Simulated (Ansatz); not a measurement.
A run for Ansatz (an electronic-structure program): R-RI-MP2/cc-pVQZ on C3H8O (SMILES CCCO). Files ending in .json are basis or fitting sets from the Basis Set Exchange.

Ansatz 0.2 input:
```yaml
crystal:
  periodic: [false, false, false]
  atoms:
    - {symbol: C, position_ang: [-1.31846145, 0.51081731, 0.12564831]}
    - {symbol: C, position_ang: [-0.24721129, -0.31782452, -0.57669031]}
    - {symbol: C, position_ang: [0.97420069, -0.58641205, 0.29302023]}
    - {symbol: O, position_ang: [1.64306603, 0.60312692, 0.70565065]}
    - {symbol: H, position_ang: [-1.70058218, -0.01348782, 1.00487772]}
    - {symbol: H, position_ang: [-0.91287770, 1.46550950, 0.46144613]}
    - {symbol: H, position_ang: [-2.16187127, 0.71188496, -0.53690601]}
    - {symbol: H, position_ang: [-0.66037917, -1.28183211, -0.89127001]}
    - {symbol: H, position_ang: [0.07589322, 0.18767346, -1.49461677]}
    - {symbol: H, position_ang: [0.67446496, -1.08200143, 1.21883367]}
    - {symbol: H, position_ang: [1.66833713, -1.25575901, -0.22998281]}
    - {symbol: H, position_ang: [1.96542103, 1.05830479, -0.08001080]}
basis:
  gaussian:
    orbitals: cc-pVQZ
    fitting: {mean_field: def2-universal-JKFIT, correlation: cc-pVQZ-RIFIT.json}
magnetization: {spin_polarized: false}
correlation: {method: mp2, electrons: outside_noble_gas}
scf: {lower_state_search: off}
```

Question: Predict the final total energy.

Answer: -194.0322 hartree.

Question: How many basis functions does it have, and what does it roughly cost on one machine?

Answer: 460 functions; around 11 core-seconds (rough).
